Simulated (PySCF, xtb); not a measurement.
C₂H₈CdOSi, SMILES C[CH2][Cd][O][SiH3].

GFN2-xTB in xtb at its own geometry gives an orbital gap of 2.93 eV and a dipole moment of 5.19 D.

The structure is a stationary point at PBE-D3(BJ)/def2-SVP. The def2 effective core potentials stand for the cores of Cd; spin–orbit coupling is left out. Other conformers were not sampled.

Task: What does PBE/def2-TZVP (PySCF) give? (An estimate is asked for; the answer gives what the named calculation found.)

Result: gap 4.50 eV (levels -6.26 and -1.76 eV), dipole 3.56 D.
